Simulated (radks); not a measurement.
Xe V, configuration [Kr] 4d10 5s2 5p2 (the NIST ground configuration). Method: scalar-relativistic Kohn-Sham, LDA (Slater exchange, Perdew-Wang correlation), spin-unpolarised, spherical densities, point nucleus; computed with a radial shooting solver on a logarithmic mesh with Libxc functionals. Some entries of the table are withheld. Estimate them.

orbital  occ.  eigenvalue (hartree)  r(max) (bohr)
1s          2             -1263.592        0.01717
2s          2             -198.1724        0.09705
2p          6             -178.0965            (1)
3s          2             -41.90508         0.2793
3p          6             -35.42025         0.2731
3d         10             -25.77680         0.2257
4s          2              -8.96565         0.6605
4p          6              -6.90594         0.6927
4d         10              -3.89825            (2)
5s          2                   (3)            (4)
5p          2              -1.77010          1.754

Answer. 
(1) 2p r(max) (bohr): 0.07781
(2) 4d r(max) (bohr): 0.7468
(3) 5s eigenvalue (hartree): -2.28449
(4) 5s r(max) (bohr): 1.559
